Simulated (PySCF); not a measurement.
C4H4ClF, SMILES C=C(Cl)/C=C\F.

Geometry: PBE0-D3(BJ)/def2-SVP. The structure was generated by enumeration; whether it is a known compound was not checked. One conformer was computed; it need not be the lowest.

All values below come from TDDFT-M06-2X/def2-SVPD (PySCF 2.14.0).

Vertical excitations. Gas-phase values at a fixed geometry. State labels are in the subgroup Cs.

**Question.** Estimate the UV-visible absorptions. (Estimate from the structure and the level; the computed values follow.)

**Answer.** 
| state | symmetry | energy (eV) | λ (nm) | f | main pairs |
|---|---|---|---|---|---|
| S1 | A' | 5.67 | 219 | 0.517 | HOMO→LUMO 99 % |
| S2 | A" | 6.26 | 198 | 0.002 | HOMO→LUMO+1 77 % |
| S3 | A" | 6.63 | 187 | 0.002 | HOMO−2→LUMO 95 % |
| S4 | A" | 6.67 | 186 | 0.001 | HOMO→LUMO+3 44 %, HOMO→LUMO+1 16 %, HOMO→LUMO+2 15 % |
| S5 | A' | 6.80 | 182 | 0.070 | HOMO−1→LUMO 97 % |
| S6 | A" | 7.23 | 172 | 0.026 | HOMO→LUMO+2 65 %, HOMO→LUMO+3 22 % |
| S7 | A' | 7.62 | 163 | 0.057 | HOMO→LUMO+5 88 % |
| S8 | A" | 7.71 | 161 | 0.002 | HOMO→LUMO+4 67 % |
| S9 | A' | 7.82 | 158 | 0.002 | HOMO−2→LUMO+3 44 %, HOMO−2→LUMO+1 22 %, HOMO−2→LUMO+2 12 % |
| S10 | A" | 7.97 | 156 | 0.000 | HOMO−3→LUMO 43 %, HOMO→LUMO+6 19 % |
| T1 | A' | 3.38 | 367 | 0 | HOMO→LUMO 94 % |
| T2 | A' | 5.13 | 241 | 0 | HOMO−1→LUMO 61 %, HOMO→LUMO+5 20 % |
| T3 | A" | 6.11 | 203 | 0 | HOMO→LUMO+1 49 %, HOMO→LUMO+3 19 % |
| T4 | A" | 6.53 | 190 | 0 | HOMO→LUMO+1 39 %, HOMO→LUMO+3 26 %, HOMO→LUMO+2 7 %, HOMO−2→LUMO 6 % |
Triplets are in the Tamm–Dancoff approximation, which puts them higher than full response would, so one can lie above its singlet here.
